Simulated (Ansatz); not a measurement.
`[NH2][Al]([OH])[Br]` + H–F → `[NH2][Al]([F])[Br]` + H₂O  (ligand exchange at the Al–O bond)

Gas-phase electronic energies from Ansatz, PBE0-D4/def2-TZVP geometries. CCSD(T)/CBS adds triple-zeta CCSD(T) − MP2 to the extrapolated MP2 energy (def2 sets, frozen cores). This one scheme is used for every species. Functionals use def2-TZVPP. B3LYP here is the variant with VWN-RPA as its local correlation; programs differ in this. HSE06 is defined as in plane-wave codes. For Br outer-core shells are correlated without core-valence functions, which leaves a few kJ/mol of doubt a bond. Scalar relativity is left out up to krypton. One conformer a species, not always the lowest.

```tsv
level	ΔE (kJ/mol)	difference from CCSD(T)/CBS
revPBE-D4	-50.2	1.2
BLYP-D4	-52.6	-1.2
r2SCAN-D4	-52.5	-1.1
r2SCANh-D4	-52.0	-0.6
r2SCAN0-D4	-51.3	0.1
HSE06-D4	-49.9	1.5
B3LYP	-54.6	-3.2
r2SCANh	-52.4	-1.0
r2SCAN0	-51.8	-0.4
HF/def2-SVP	-59.0	-7.6
CCSD(T)/def2-SVP	-57.7	-6.3
HF/def2-TZVPP	-55.6	-4.2
CCSD/def2-TZVPP	-50.7	0.7
MP2/def2-QZVPP	-49.8	1.6
SCS-MP2/def2-QZVPP	-51.7	-0.3
MP2/CBS(def2)	-49.9	1.5
CCSD(T)/CBS	-51.4	0
```

Largest T1 diagnostic among the species: 0.009.

Leaving LDA and LC-ωPBE aside and taking each functional with its dispersion term where it has one, the values, not all of them listed here, spread over 5.5 kJ/mol, from B97M-V to PBE-QIDH. LDA lies +5.2 kJ/mol from PBE without D4. In def2-TZVPP, CCSD(T) changes the Hartree–Fock value by +5.9 kJ/mol (the triples alone add +1.0 kJ/mol) and MP2 by +7.4 kJ/mol. At CCSD(T), def2-SVP lies −6.3 kJ/mol from the extrapolated value and def2-TZVPP +1.7 kJ/mol.
